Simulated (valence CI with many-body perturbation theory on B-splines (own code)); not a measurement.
The numbers below are computed, except where a source is named.
## Sensitivity of CI+MBPT for Sm21+

Method: configuration interaction combined with many-body perturbation theory (CI+MBPT): five valence electrons over a frozen Dirac-Fock core [Kr], radial functions for each j: 6 s, 6 p, 5 d, 5 f, 1 g, with the one-electron correlation potential Σ1 (screened to all orders), the two-electron term Σ2, the three-electron term Σ3, Breit, model QED; selected single and double excitations, second order for the rest, scaled by the run's own slope (own B-spline code, finite nucleus).

No measured levels were compared; by estimate terms of the open shell hold to 2 to 4 % of their energy, and close levels can change places. Among the levels kept, up to 390 cm⁻¹ of a level comes from second order outside the variational space, and about a tenth of that is noise between levels of different J, which matters for small intervals. Only levels of the ground parity were solved; by the run's estimate the other parity begins above the list, which can be wrong where configurations are misplaced.

The reference run has the lowest level (4d3/2^4 4d5/2) J=5/2 [a] and an ionisation energy of 658.700 eV. Its largest variational space holds 9968 state functions.

Levels are named by their leading jj configuration (3d3/2^4 stands for four electrons in 3d with j = 3/2), which in mixed levels can hold well under half, so a name can repeat and another be missing. Letters in brackets count levels of one name in rising energy.

Changed runs:
A. Breit term on → off
B. Davidson tolerance 2e-05 → 0.0003
C. natural orbitals for correlation on → off; scale of Σ1 1 → 1.1
D. highest l in the core sums 6 → 2 (bad on purpose)

Excitation energies of the reference run in cm⁻¹, and shifts in cm⁻¹:

```csv
Level,Reference,A,B,C,D
(4d3/2^4 4d5/2) J=5/2 [b],37997,+32,0,+799,+816
(4d3/2^3 4d5/2^2) J=7/2 [a],61135,+582,0,+963,+2750
(4d3/2^3 4d5/2^2) J=3/2 [a],63642,+370,0,+1075,-982
(4d3/2^3 4d5/2^2) J=11/2,65828,+1017,0,+831,+5746
(4d3/2^3 4d5/2^2) J=9/2,71384,+936,0,+951,+4471
(4d3/2^3 4d5/2^2) J=5/2,72136,+852,0,+923,+2025
(4d3/2^3 4d5/2^2) J=1/2,77540,+669,0,+1161,-1870
(4d3/2^3 4d5/2^2) J=7/2 [b],88818,+848,0,+1377,+2195
(4d3/2^2 4d5/2^3) J=5/2 [a],94766,+1102,0,+1281,-155
(4d3/2^2 4d5/2^3) J=7/2 [a],103349,+1415,0,+1261,+2802
(4d3/2^2 4d5/2^3) J=11/2,106050,+1891,0,+859,+8622
(4d3/2^3 4d5/2^2) J=3/2 [b],108513,+973,0,+1651,-2537
Ionisation energy (eV),658.700,+0.035,0,+0.183,-1.010
```

No effect on these energies: B.
